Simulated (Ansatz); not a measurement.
Gas-phase electronic energies from Ansatz, PBE0-D4/def2-TZVP geometries. CCSD(T)/CBS adds triple-zeta CCSD(T) − MP2 to the extrapolated MP2 energy (def2 sets, frozen cores). This one scheme is used for every species. Functionals use def2-TZVPP. One conformer a species, not always the lowest.

Consider the redistribution: `N=CBO` + `NBOCN` → `NCBO` + `N=COBN`.

CCSD(T)/CBS gives -0.48 eV.

Another level gave -0.52 eV. Which?
A. CCSD(T)/def2-TZVPP
B. MP2/def2-TZVPP
C. HF/def2-TZVPP
D. PBE-D4/def2-TZVPP

B. MP2/def2-TZVPP -0.52, HF/def2-TZVPP -0.38, PBE-D4 -0.60, CCSD(T)/def2-TZVPP -0.47 eV.

Largest T1 diagnostic among the species: 0.014.

In def2-TZVPP, CCSD(T) changes the Hartree–Fock value by −0.09 eV (the triples alone add −0.02 eV) and MP2 by −0.14 eV.
